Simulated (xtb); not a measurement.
Job for xtb: GFN1-xTB on CH6ClN (a complex), monomers drawn apart or pushed together.

```
$ xtb mol.xyz --gfn 1 --sp --chrg 0 --uhf 0
9

Cl     0.97051337     1.14427676     0.16513436
H      0.76777779     0.40121633     1.31594875
C     -0.92349143     0.09932127     3.34923876
N      0.33645228    -0.46352742     2.84515645
H     -1.69145791    -0.02285512     2.58670795
H     -0.78840252     1.16723175     3.51497020
H     -1.26670274    -0.36436629     4.27763466
H      0.25109280    -1.45390642     2.64647145
H      1.09199816    -0.34547808     3.51061167
```

It printed:

```
[...]
           -------------------------------------------------
          |                Calculation Setup                |
           -------------------------------------------------



molecular fragmentation (1/2 indicates fragments):
112222222
# atoms in fragment 1/2:     2     7
 fragment masses (1/2) :       36.46       31.06
CMA distance (Bohr)    :   6.501
constraining FC (au)   :  0.0500

           -------------------------------------------------
          |                 G F N 1 - x T B                 |
           -------------------------------------------------

        Reference                      10.1021/acs.jctc.7b00118
      * Hamiltonian:
        H0-scaling (s, p, d)           1.850000    2.250000    2.000000
        zeta-weighting                 0.000000
      * Dispersion:
        s8                             2.400000
        a1                             0.630000
        a2                             5.000000
        s9                             0.000000
      * Repulsion:
        kExp                           1.500000
        rExp                           1.000000
      * Coulomb:
        alpha                          2.000000
        third order                    atomic
        anisotropic                    false
      * Halogen bond correction:
        rad-scale                      1.300000
        damping                        0.440000


          ...................................................
          :                      SETUP                      :
          :.................................................:
          :  # basis functions                  30          :
          :  # atomic orbitals                  29          :
          :  # shells                           19          :
          :  # electrons                        22          :
          :  # halogen bonds                     1          :
          :  max. iterations                   250          :
          :  Hamiltonian                  GFN1-xTB          :
          :  restarted?                      false          :
          :  GBSA solvation                  false          :
          :  PC potential                    false          :
          :  electronic temp.          300.0000000     K    :
          :  accuracy                    1.0000000          :
          :  -> integral cutoff          0.2500000E+02      :
          :  -> integral neglect         0.1000000E-07      :
          :  -> SCF convergence          0.1000000E-05 Eh   :
          :  -> wf. convergence          0.2000000E-04 e    :
          :  Broyden damping             0.4000000          :
          :  net charge                          0          :
          :  unpaired electrons                  0          :
          ...................................................

 iter      E             dE          RMSdq      gap      omega  full diag
   1    -12.8865673 -0.128866E+02  0.579E+00    6.75       0.0  T
   2    -12.9011050 -0.145377E-01  0.353E+00    7.46       1.0  T
   3    -12.9015655 -0.460506E-03  0.537E-01    7.79       1.0  T
   4    -12.9021354 -0.569973E-03  0.235E-02    7.66       1.4  T
   5    -12.9021379 -0.246015E-05  0.537E-03    7.66       6.2  T
   6    -12.9021380 -0.133186E-06  0.244E-03    7.66      13.7  T
   7    -12.9021381 -0.235377E-07  0.324E-04    7.66     103.0  T
   8    -12.9021381 -0.238243E-09  0.228E-05    7.66    1461.1  T
   9    -12.9021381 -0.337508E-12  0.136E-05    7.66    2456.3  T

   *** convergence criteria satisfied after 9 iterations ***

         #    Occupation            Energy/Eh            Energy/eV
      -------------------------------------------------------------
         1        2.0000           -0.8802080             -23.9517
       ...           ...                  ...                  ...
         5        2.0000           -0.5691010             -15.4860
         6        2.0000           -0.5478778             -14.9085
         7        2.0000           -0.5311401             -14.4531
         8        2.0000           -0.5164663             -14.0538
         9        2.0000           -0.4565097             -12.4223
        10        2.0000           -0.4565048             -12.4221
        11        2.0000           -0.4368799             -11.8881 (HOMO)
        12                         -0.1554857              -4.2310 (LUMO)
        13                         -0.1491985              -4.0599
        14                         -0.1192246              -3.2443
        15                         -0.0971547              -2.6437
        16                         -0.0849662              -2.3120
       ...                                ...                  ...
        29                          0.5113266              13.9139
      -------------------------------------------------------------
                  HL-Gap            0.2813942 Eh            7.6571 eV
             Fermi-level           -0.2961828 Eh           -8.0595 eV

 SCC (total)                   0 d,  0 h,  0 min,  0.005 sec
 SCC setup                      ...        0 min,  0.000 sec (  1.826%)
 Dispersion                     ...        0 min,  0.000 sec (  0.890%)
 classical contributions        ...        0 min,  0.000 sec (  0.549%)
 integral evaluation            ...        0 min,  0.001 sec ( 23.274%)
 iterations                     ...        0 min,  0.002 sec ( 32.198%)
 molecular gradient             ...        0 min,  0.002 sec ( 38.240%)
 printout                       ...        0 min,  0.000 sec (  2.787%)

         :::::::::::::::::::::::::::::::::::::::::::::::::::::
         ::                     SUMMARY                     ::
         :::::::::::::::::::::::::::::::::::::::::::::::::::::
         :: total energy             -12.805495772386 Eh    ::
         :: gradient norm              0.040353623297 Eh/a0 ::
         :: HOMO-LUMO gap              7.657124953850 eV    ::
         ::.................................................::
         :: SCC energy               -12.902138058882 Eh    ::
         :: -> electrostatic           0.020282174513 Eh    ::
         :: repulsion energy           0.098788960383 Eh    ::
         :: dispersion energy         -0.002146673887 Eh    ::
         :: halogen bond corr.         0.000000000000 Eh    ::
         :: add. restraining           0.000000000000 Eh    ::
         :: total charge              -0.000000000000 e     ::
         :::::::::::::::::::::::::::::::::::::::::::::::::::::

           -------------------------------------------------
          |                Property Printout                |
           -------------------------------------------------

    * Orbital Energies and Occupations

         #    Occupation            Energy/Eh            Energy/eV
      -------------------------------------------------------------
         1        2.0000           -0.8802080             -23.9517
         2        2.0000           -0.7823216             -21.2881
         3        2.0000           -0.6495925             -17.6763
         4        2.0000           -0.5913262             -16.0908
         5        2.0000           -0.5691010             -15.4860
         6        2.0000           -0.5478778             -14.9085
         7        2.0000           -0.5311401             -14.4531
         8        2.0000           -0.5164663             -14.0538
         9        2.0000           -0.4565097             -12.4223
        10        2.0000           -0.4565048             -12.4221
        11        2.0000           -0.4368799             -11.8881 (HOMO)
        12                         -0.1554857              -4.2310 (LUMO)
        13                         -0.1491985              -4.0599
Note: The following floating-point exceptions are signalling: IEEE_DENORMAL
normal termination of xtb
        14                         -0.1192246              -3.2443
        15                         -0.0971547              -2.6437
        16                         -0.0849662              -2.3120
        17                         -0.0596423              -1.6229
        18                         -0.0594528              -1.6178
        19                         -0.0132284              -0.3600
        20                         -0.0131738              -0.3585
        21                         -0.0130228              -0.3544
        22                         -0.0129365              -0.3520
       ...                                ...                  ...
        29                          0.5113266              13.9139
      -------------------------------------------------------------
                  HL-Gap            0.2813942 Eh            7.6571 eV
             Fermi-level           -0.2961828 Eh           -8.0595 eV

  Mulliken/CM5 charges         n(s)   n(p)   n(d)
     1Cl   -0.33175 -0.37326   1.947  5.393 -0.008
     2H     0.22085  0.28985   0.779  0.000  0.000
     3C     0.05792 -0.04034   0.980  2.962  0.000
     4N    -0.45393 -0.93527   1.458  3.996  0.000
     5H     0.03489  0.09553   0.965  0.000  0.000
     6H     0.03489  0.09553   0.965  0.000  0.000
     7H     0.02190  0.08020   0.978  0.000  0.000
     8H     0.20762  0.39388   0.792  0.000  0.000
     9H     0.20762  0.39388   0.792  0.000  0.000

Wiberg/Mayer (AO) data.
largest (>0.10) Wiberg bond orders for each atom

 ---------------------------------------------------------------------------
     #   Z sym  total        # sym  WBO       # sym  WBO       # sym  WBO
 ---------------------------------------------------------------------------
     1  17 Cl   0.899 --     2 H    0.830
     2   1 H    0.973 --     1 Cl   0.830     4 N    0.141
     3   6 C    3.967 --     6 H    0.991     5 H    0.991     4 N    0.990
                             7 H    0.986
     4   7 N    3.115 --     3 C    0.990     8 H    0.949     9 H    0.949
                             2 H    0.141
     5   1 H    1.008 --     3 C    0.991
     6   1 H    1.008 --     3 C    0.991
     7   1 H    1.003 --     3 C    0.986
     8   1 H    0.964 --     4 N    0.949
     9   1 H    0.964 --     4 N    0.949
 ---------------------------------------------------------------------------

Topologies differ in total number of bonds
Writing topology from bond orders to xtbtopo.mol

 dipole moment from electron density (au)
     X       Y       Z
  -0.3502  -1.0939   1.7443  total (Debye):    5.309


           -------------------------------------------------
          | TOTAL ENERGY              -12.805495772386 Eh   |
          | GRADIENT NORM               0.040353623297 Eh/α |
          | HOMO-LUMO GAP               7.657124953850 eV   |
           -------------------------------------------------

------------------------------------------------------------------------
------------------------------------------------------------------------
 total:
 SCF:
```

The run finished.

Cost: very roughly 0.03 core-seconds.
